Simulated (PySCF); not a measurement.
## Two-component Hartree-Fock for Re³⁺ (rhenium, charge +3)

Start: [Xe] 4f14 5d3 6s1; 5d5/2 filled at m_j = +1/2, +3/2, +5/2; 6s1/2 filled at m_j = +1/2. Calculated with PySCF 2.14 in x2c-TZVPall-2c with one added diffuse shell each of s, p, d type (12s12p11d2f, 117 functions): generalised Hartree-Fock with the X2C-1e Hamiltonian and a Gaussian nucleus; spin-orbit coupling (SO) screened by Boettger's factors. This is a chosen level, not necessarily the ground level.

```
spinor shell  electrons  ε, screened SO (eV)  weight of nominal j (screened SO)  rms radius, screened SO (bohr)
       1s1/2          2             -72080.0                              1.000                          0.0204
       2s1/2          2             -12666.8                              1.000                          0.0824
       2p1/2          2             -12100.1                              1.000                          0.0700
       2p3/2          4             -10654.8                              1.000                          0.0775
       3s1/2          2              -3022.0                              1.000                           0.210
       3p1/2          2              -2769.6                              1.000                           0.202
       3p3/2          4              -2450.5                              1.000                           0.217
       3d3/2          4              -2031.4                              1.000                           0.192
       3d5/2          6              -1962.7                              1.000                           0.196
       4s1/2          2              -691.04                              1.000                           0.468
       4p1/2          2              -584.42                              1.000                           0.476
       4p3/2          4              -509.16                              1.000                           0.509
       4d3/2          4              -333.68                              0.999                           0.532
       4d5/2          6              -319.40                              1.000                           0.543
       5s1/2          2              -134.57                              1.000                            1.10
       5p1/2          2              -99.078                              0.959                            1.21
       4f5/2          6              -95.963                              0.985                           0.636
       4f7/2          8              -93.477                              0.991                           0.636
       5p3/2          4              -86.765                              0.984                            1.30
       5d5/2          3              -43.351                              0.641                            1.75
       6s1/2          1              -34.016                              0.997                            2.81
```

```csv
quantity,screened SO
E (hartree),-16698.69722
M_J,5
⟨J²⟩,30.024
⟨L²⟩,13.171
⟨S²⟩,5.644
```

Each row is a mean over spinors that exchange with the open shell spreads, by up to 7.440 eV (5p3/2).

Rows whose weight is well below 1 are mixtures of j = l ± 1/2: exchange outweighs spin-orbit coupling there, and the label is only the starting occupation.

Breit and QED terms are absent; they matter most for the inner s and p1/2 levels.

Densities and radii are taken from the X2C orbitals without a picture-change correction, which distorts them close to the nucleus.
